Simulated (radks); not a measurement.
Results of a calculation; reference values are marked as such.
Initial-state core-level shifts of the technetium ion Tc2+ when its valence configuration changes from [Kr] 4d5. Code: a radial shooting solver on a logarithmic mesh with Libxc functionals. Model: scalar-relativistic Kohn-Sham, r2SCAN, spin-polarised, spherical densities, finite nucleus; open shells are filled with parallel spins first (spin-orbit coupling, left out, can overturn this in heavy ions); meta-GGA in the generalised Kohn-Sham scheme; Fermi nuclear charge, rms radius 4.4112 fm. Shifts are changes of the shell-averaged eigenvalues in eV (positive: less bound); the change of the density at the nucleus, which sets a Mossbauer isomer shift, is in e/bohr^3, on a base of 1.022e+05.

valence,2p,3d,4s,4p,density at nucleus
4d4 5s1,-5.234,-5.139,-4.540,-4.279,+26.88
4d4 5p1,-6.389,-6.310,-5.714,-5.442,+3.66
4d3.5 5s1 5p0.5,-8.505,-8.355,-7.393,-6.988,+29.34
4d3.5 5s0.5 5p1,-9.079,-8.937,-7.972,-7.559,+17.39
4d2.5 5s1.5 5p1,-14.843,-14.536,-12.691,-11.990,+46.54
4d4.5 5s0.5,-2.594,-2.551,-2.269,-2.141,+13.05
4d3 5p2,-12.966,-12.759,-11.359,-10.784,+8.18
4d3 5s2,-10.883,-10.653,-9.305,-8.779,+53.36
4d4.5 5p0.5,-3.177,-3.143,-2.869,-2.737,+1.74
